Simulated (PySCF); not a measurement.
# Ag: excitation energy

Ag [Kr] 4d10 5s1 (2S) → Ag [Kr] 4d9 5s1 6s1 (4D), as a difference of total energies. All numbers are calculated (PySCF 2.14, scalar relativity through the core potential, in aug-cc-pVQZ-PP with one added diffuse shell each of s, p, d, f, g, h type with ECP28MDF (8s8p7d5f4g3h, 171 functions)). The calculations carry no spin-orbit coupling.

| method | excitation energy (eV) |
| --- | --- |
| UHF | 8.266 |
| M06-2X | 10.026 |
| r2SCANh | 9.755 |
| revPBE | 9.752 |

The upper state lies above the first ionisation limit, but in LS coupling its spin forbids autoionisation to the ground ion. A Rydberg-like electron needs more diffuse functions than a valence basis has.

The promoted electron is Rydberg-like, and one or two diffuse shells describe it only roughly, which tends to raise the upper state.
